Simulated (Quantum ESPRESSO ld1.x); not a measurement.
The mean radii <r> (bohr) of the occupied orbitals of an atom or ion are listed with their occupations. All-electron calculation, scalar-relativistic Kohn-Sham, exchange-only PBE, spin-unpolarised, spherical densities, point nucleus. Program: ld1.x of Quantum ESPRESSO 7.5.

| orbital | occ. | <r> |
|---|---|---|
| 1s | 2 | 0.03344 |
| 2s | 2 | 0.1457 |
| 2p | 6 | 0.1270 |
| 3s | 2 | 0.4028 |
| 3p | 6 | 0.4031 |
| 3d | 10 | 0.3842 |
| 4s | 2 | 1.016 |
| 4p | 6 | 1.120 |
| 4d | 6 | 1.542 |

Name the element and its charge.

Answer. Z = 44, ruthenium, charge +2: Ru2+ in [Kr] 4d6. The 1s radius gives Z: for a bare nucleus <r> = (2 gamma + 1)/(2Z) with gamma = sqrt(1 - (Z/c)^2), 0.03289 bohr for Z = 44, and screening makes it slightly larger (0.03344 here). The occupations add up to 42, and the charge is Z minus that.
